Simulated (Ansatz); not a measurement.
Consider the formal exchange of groups at the Si–Ge bond: `S[SiH2][SiH2][GeH3]` + `C=C(N)OC` → `C[SiH2][SiH2]S` + `C=C(N)[O][GeH3]`.

Computed with Ansatz on PBE0-D4/def2-TZVP structures; ΔE is electronic, products minus reactants. CBS: MP2 limit from def2 TZ/QZ plus the TZ coupled-cluster correction, frozen cores. Functionals use def2-TZVPP. For Ge outer-core shells are correlated without core-valence functions, which leaves a few kJ/mol of doubt a bond. Scalar relativity is left out up to krypton. Each species was taken in one conformer, which may not be the lowest.

CCSD(T)/CBS gives -0.82 eV.

Question: Another level gave -0.67 eV. Which?
A. HF/def2-TZVPP
B. PBE/def2-TZVPP
C. r2SCAN/def2-TZVPP
D. ωB97M-V/def2-TZVPP

Answer: B. PBE -0.67, ωB97M-V -0.84, HF/def2-TZVPP -0.93, r2SCAN -0.78 eV.

Largest T1 diagnostic among the species: 0.012.
